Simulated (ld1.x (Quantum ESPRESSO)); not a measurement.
# How hard is this P (Z = 15) PAW potential?

P (Z = 15), PAW, made with ld1.x (Quantum ESPRESSO) 7.5 (LDA (PZ), scalar-relativistic). Core [Ne], reference 3s1.5 3p3.5. Waves: 3s (bound): rcut 1.50, rcutus 1.70 bohr; 3s channel at 0.05 Ry: rcut 1.50, rcutus 1.70 bohr; 3p (bound): rcut 1.50, rcutus 1.70 bohr; 3p channel at 0.75 Ry: rcut 1.50, rcutus 1.70 bohr. Local part: all-electron potential smoothed inside 1.50 bohr (lloc = -2). Core correction: a·sin(br)/r model core, default radius (ld1.x builds one for every PAW set, though the input has nlcc=.false.). Augmentation charge: PSQ, radius 1.50 bohr.

The pseudo-atom Hamiltonian at the reference potential is diagonalised in spherical Bessel functions j_l(qr) that vanish at 20 bohr, with q² up to the cutoff. All-electron valence levels (Ry): 3s -1.0571, 3p -0.4326.

How do the lowest levels (Ry) of each channel move with the cutoff, and are there ghosts?

| cutoff (Ry) | s #1 | p #1 | d #1 | f #1 | Σ f·Δε (mRy) |
| --- | --- | --- | --- | --- | --- |
| 8 | -1.0558 | -0.4191 | 0.0657 | 0.1154 | 50.6 |
| 12 | -1.0571 | -0.4299 | 0.0656 | 0.1154 | 10.8 |
| 15 | -1.0572 | -0.4318 | 0.0656 | 0.1154 | 4.0 |
| 21 | -1.0573 | -0.4326 | 0.0656 | 0.1154 | 1.3 |
| 25 | -1.0574 | -0.4328 | 0.0656 | 0.1154 | 0.5 |
| 35 | -1.0574 | -0.4329 | 0.0656 | 0.1154 | 0.2 |
| 400 | -1.0575 | -0.4329 | 0.0656 | 0.1154 | 0.0 |

Result: no extra level below or beside the all-electron valence levels (s, p, d, f tested); 10 mRy is reached at 15 Ry and 1 mRy at 25 Ry.
